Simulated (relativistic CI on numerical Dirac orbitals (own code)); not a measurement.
# Excitation temperature from two lines of Ne II

Problem. In an optically thin plasma whose excited levels follow a Boltzmann distribution, the energy emitted in Ne II 3378.22 Å and 3198.59 Å has the ratio 5.6 (an assumed reading, corrected for the detector). Tabulated data (NIST Handbook of Basic Atomic Spectroscopic Data): upper levels 254292.2 and 280700.8 cm⁻¹, g = 2 and 8, A = 1.70 × 10^8 and 1.70 × 10^8 s⁻¹. Calculate the temperature, its uncertainty for 15 % in the ratio of intensities and A values together, and the strength of these other lines with tabulated A (λ in Å, g, A, upper level): 3323.74, 4, 1.60 × 10^8, 254165.0; 3766.26, 6, 2.90 × 10^7, 246192.5; 3777.13, 4, 4.20 × 10^7, 246415.0; 3028.86, 4, 4.70 × 10^7, 252953.5.

Working.
1. The emitted power of a line is proportional to (gA/λ) exp(−E/kT), so I₁/I₂ = (g₁A₁λ₂/g₂A₂λ₁) exp[(E₂ − E₁)/kT].
2. The prefactor is 0.2367 and E₂ − E₁ = 26408.6 cm⁻¹ = 3.274 eV.
3. kT = (E₂ − E₁)/ln(5.6/0.2367) = 26408.6/3.1637 = 8347 cm⁻¹ = 1.035 eV, or T = 12010 K.
4. δT/T = (kT/ΔE) × 15 % = 4.7 %; lines whose upper levels lie far apart give the better thermometer.
5. Other lines relative to the first: 3323.74 Å: 1.9, 3766.26 Å: 1.2, 3777.13 Å: 1.1, 3028.86 Å: 0.72.

Remark. Dense plasmas such as arcs and laser-ablation plumes come near a Boltzmann distribution among excited levels, though their strong lines may be self-absorbed. Low-pressure etch and deposition plasmas, at 10¹⁰ to 10¹³ electrons per cm³, do not: there the number found is an excitation temperature of these levels and not the electron temperature.
